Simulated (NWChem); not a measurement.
AlH2SOF; SMILES [Al]([OH])([SH])[F]

```xyz
6

Al    -0.0177    -0.4420     0.0000
F     -1.4318    -1.3108     0.0000
O      1.4896    -1.2023     0.0000
H      1.6570    -2.1458     0.0000
S     -0.1063     1.7187     0.0000
H      1.2437     1.8084     0.0000
```
Atoms are numbered in this order, from 1.

All runs: NWChem. Pople sets run with spherical d functions. Geometry: optimised at PBE0/def2-SVP. Total energies compare along this basis series because the functional is fixed.

```tsv
level	basis functions	energy (Ha)	highest occupied level (eV)	orbital gap (eV)	dipole (D)
Hartree-Fock/STO-3G	30	-805.3390	-6.93	16.66	1.65
Hartree-Fock/3-21G	48	-810.8420	?	?	?
Hartree-Fock/6-31G*	68	-815.0538	-10.70	13.00	2.27
Hartree-Fock/6-31+G*	84	-815.0672	-10.79	11.66	2.18
Hartree-Fock/6-311G**	100	-815.1570	-10.76	12.96	2.26
Hartree-Fock/6-311++G**	118	-815.1661	-10.80	11.59	2.09
```

Q: Some entries are withheld; supply them.

A: 
- Hartree-Fock/3-21G, highest occupied level (eV): -10.89
- Hartree-Fock/3-21G, orbital gap (eV): 13.38
- Hartree-Fock/3-21G, dipole (D): 3.07
